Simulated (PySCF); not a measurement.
**Dipole response of Cl⁺ (chlorine, charge +1)**

[Ne] 3s2 3p4, high-spin 3P determinant. Computed with PySCF 2.14 in dyall-av2z (13s9p2d, 50 functions), with the non-relativistic Hamiltonian (point nucleus). Coupled (time-dependent) response in atomic units; α is the mean over directions. A double-zeta set is small for polarisabilities.

```
 method  mean α (bohr³)         α xx, yy, zz  C₆ (like pair)  S(−4)
    UHF           8.438  8.329, 8.656, 8.329           40.94  15.79
    PBE           8.611  8.429, 8.975, 8.429           41.88  16.82
   PBE0           8.514  8.359, 8.824, 8.359           41.30  16.24
   BP86           8.682  8.503, 9.040, 8.503           42.36  17.11
r2SCANh           8.550  8.417, 8.818, 8.417           42.52  15.75
```

S(−4) is the Cauchy moment in α(ω) = α(0) + S(−4) ω² + …

α(iu) at PBE0:

| u (hartree) | α(iu) (bohr³) |
| --- | --- |
| 0 | 8.514 |
| 0.0500 | 8.474 |
| 0.100 | 8.355 |
| 0.200 | 7.919 |
| 0.300 | 7.297 |
| 0.500 | 5.874 |
| 0.750 | 4.299 |
| 1.00 | 3.149 |
| 1.50 | 1.807 |
| 2.00 | 1.143 |
| 3.00 | 0.5674 |
| 5.00 | 0.2255 |

A single London oscillator, α(iu) = α/(1 + u²/ω²), gives C₆ = (3/4) ω α². Matching the computed C₆ needs ω = 4 × 41.30 / (3 × 8.514²) = 0.760 hartree.

For an ion, C₆ is the dispersion term alone; charge-induced terms of lower order in 1/R come first.

The components differ because the open shell of this determinant is not spherical; for a pure term their mean is the scalar polarisability.
